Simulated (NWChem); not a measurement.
SiH2F2; SMILES [SiH2](F)F

```xyz
5

Si     0.0000     0.0000     0.4328
F      1.3151     0.0000    -0.5245
F     -1.3151     0.0000    -0.5245
H      0.0000     1.2578     1.2382
H      0.0000    -1.2578     1.2382
```
Atoms are numbered in this order, from 1.

Computed with NWChem. Pople sets run with spherical d functions. All runs use the structure optimised with PBE-D3(BJ)/def2-SVP.

```csv
atom,ESP charge (e),Mulliken charge (e)
Si1,1.030,1.39
F2,-0.359,-0.54
F3,-0.359,-0.54
H4,-0.156,-0.16
H5,-0.156,-0.16
```

Question: Find the dipole moment that each set of point charges gives, and compare with the Hartree-Fock/6-31G* density's own.

Answer: 
1. μ = Σ q r × 4.8032 D/(e Å). ESP charges give (0.00, 0.00, 2.09) D, of length 2.09 D.
2. Mulliken charges give (0.00, 0.00, 3.73) D, of length 3.7 D.
3. The density's dipole is 1.95 D: the ESP set is off by 0.14 D in length and the Mulliken set by 1.8 D. ESP charges are fitted to the potential outside the molecule; Mulliken charges are a partition of the basis functions.
